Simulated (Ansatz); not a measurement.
`B[SiH2]O` + `C[NH][GeH3]` → `B[N](C)[GeH3]` + `O[SiH3]` at 700 K and 1 bar (cleavage of the B–Si bond).

Computed with Ansatz on PBE0-D4/def2-TZVP structures; ΔE is electronic, products minus reactants. CCSD(T)/CBS adds triple-zeta CCSD(T) − MP2 to the extrapolated MP2 energy (def2 sets, frozen cores). For Ge outer-core shells are correlated without core-valence functions, which leaves a few kJ/mol of doubt a bond. Scalar relativity is left out up to krypton. One conformer a species, not always the lowest.

| species | CCSD(T)/CBS energy (Eh) | H − E (kJ/mol) | S (J/(mol·K)) |
| --- | --- | --- | --- |
| `B[SiH2]O` | -392.05150 | 194.3 | 392.7 |
| `C[NH][GeH3]` | -2173.06430 | 268.1 | 408.1 |
| `B[N](C)[GeH3]` | -2198.49616 | 314.6 | 455.1 |
| `O[SiH3]` | -366.69042 | 144.6 | 321.6 |

H − E and S are ideal-gas, rigid-rotor, harmonic terms from PBE0-D4/def2-TZVP, for one conformer and one mirror image of each species. 1 Eh = 2625.50 kJ/mol, R = 8.31446 J/(mol·K).

By hand: ΔE, ΔH, ΔS and ΔG.

ΔE = (-2198.49616) + (-366.69042) − (-392.05150) − (-2173.06430) = -0.07078 Eh = -185.8 kJ/mol. Δ(H − E) = 314.6 + 144.6 − 194.3 − 268.1 = -3.2, so ΔH = -189.0 kJ/mol. ΔS = 455.1 + 321.6 − 392.7 − 408.1 = -24.1 J/(mol·K). ΔG = -189.0 − 700 × (-24.1)/1000 = -172.1 kJ/mol.

By hand: the equilibrium constant, and the temperature at which ΔG would vanish if ΔH and ΔS stayed fixed.

log₁₀ K = −ΔG/(RT ln 10) = 12.8. ΔG = 0 at ΔH/ΔS = 7842 K, far beyond where these terms or the molecules hold.

ΔH outweighs TΔS. A doubt of 5 kJ/mol in ΔE shifts log₁₀ K by 0.4 here. Other conformers and mirror images would add mixing entropy, several J/(mol·K) or more a flexible species. These are equilibria of isolated gas molecules and say nothing of rates. Largest T1 diagnostic: 0.013 (customary marks: 0.02 for closed shells, 0.045 for open ones).
